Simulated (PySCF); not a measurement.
An EPR job on `C(=C/C(=C)C#C)(/F)[C]=C` [radical].

Computed with UKS B3LYP, pcH-1 on C F H, non-relativistic, mean-field spin-orbit, GIAO (PySCF 2.14.0). Geometry: GFN2-xTB. A driver script takes a list of jobs; this job's settings line and coordinates (Å) are shown.

Command:
```bash
OMP_NUM_THREADS=1 python probes_run.py task.json out
```

Input:
```
{"job": {"kind": "epr", "basis": "pcH-1"}, "charge": 0, "multiplicity": 2}
C     -2.205532    -0.368463     2.274328
C     -1.826690    -0.183779     1.151425
C     -1.428824     0.045958    -0.194560
C     -2.394810     0.312330    -1.118577
C     -0.062371    -0.000989    -0.553386
C      1.033039    -0.257909     0.283831
F      0.823471    -0.497919     1.605235
C      2.299583    -0.282018    -0.139906
C      3.521739    -0.301092    -0.547181
H     -2.510624    -0.533531     3.264164
H     -3.433258     0.345866    -0.843658
H     -2.142458     0.497176    -2.147884
H      0.184937     0.182199    -1.588998
H      3.997195    -1.204174    -0.905961
H      4.140190     0.586488    -0.560783
```

Give the output.

```
UKS, coarse grid
  cycle   1  E = -408.05614417  |g| = 4.39e-01
  cycle   2  E = -408.00355227  |g| = 6.03e-01
  cycle   3  E = -408.13152948  |g| = 1.22e-01
  cycle   4  E = -408.13807423  |g| = 4.74e-02
  cycle   5  E = -408.13930047  |g| = 2.23e-02
  cycle   6  E = -408.13959979  |g| = 6.46e-03
  cycle   7  E = -408.13967528  |g| = 4.23e-03
  cycle   8  E = -408.13969538  |g| = 2.44e-03
  cycle   9  E = -408.13970000  |g| = 1.64e-03
  cycle  10  E = -408.13970199  |g| = 5.53e-04
UKS, final grid
  cycle   1  E = -408.13967807  |g| = 8.81e-04
  cycle   2  E = -408.13967666  |g| = 1.98e-03
  cycle   3  E = -408.13967862  |g| = 2.22e-04
  cycle   4  E = -408.13967867  |g| = 1.35e-04
  cycle   5  E = -408.13967874  |g| = 7.57e-05
  cycle   6  E = -408.13967874  |g| = 1.69e-05
E = -408.13967874 Eh   <S^2> = 0.7976 (exact 0.7500)
g shifts (ppm)      1          2          3
  rmc          -136       -136       -136
  gc             33         -3         31
  oz_so        -172        -31        455
  total        -275       -169        351
hyperfine (MHz)  atom isotope    a_iso     a_fc   dipolar eigenvalues
    0   13C      -6.08      -6.08     -9.87      3.24      6.63
    1   13C      12.16      12.16     -3.22     -0.43      3.65
    2   13C     -41.09     -41.09    -25.66     10.92     14.74
    3   13C      43.16      43.16    -39.93    -38.43     78.36
    4   13C      51.32      51.32    -43.32    -42.90     86.22
    5   13C     -47.33     -47.33    -25.42     11.17     14.26
    6   19F     -19.41     -19.41    -66.97     22.53     44.43
    7   13C      38.89      38.89    -40.87    -30.33     71.20
    8   13C     -30.83     -30.83     -7.54      1.94      5.60
    9    1H       5.56       5.56     -1.58     -0.34      1.93
   10    1H     -32.93     -32.93    -19.45     -0.46     19.91
   11    1H     -30.80     -30.80    -16.11     -1.56     17.67
   12    1H     -32.37     -32.37    -15.40     -2.97     18.37
   13    1H      84.26      84.26     -2.38     -1.79      4.16
   14    1H      84.43      84.43     -2.37     -1.78      4.15
```

rmc, gc and oz_so are the mass-correction, gauge-correction and orbital-Zeeman/spin–orbit parts of the g shift along its three principal axes; a_iso is the isotropic hyperfine coupling and a_fc its Fermi-contact part. The program numbers atoms from 0.

Get g_iso from the total shifts.

Their mean is -31 ppm; added to g_e = 2.002319 it gives 2.00229.

Main results: ⟨S²⟩ 0.798; g_iso 2.0023.

One conformer (not necessarily the lowest) at the GFN2-xTB geometry, without solvent, vibrations or thermal averaging.

Time: 93 s wall (with the writing of density and orbital grids); peak memory 0.98 GiB. Hardware: one thread, Arm Neoverse V2 (aarch64), no GPU, on a shared host.
Labels such as C1 count atoms from 1, the log's own numbers from 0.
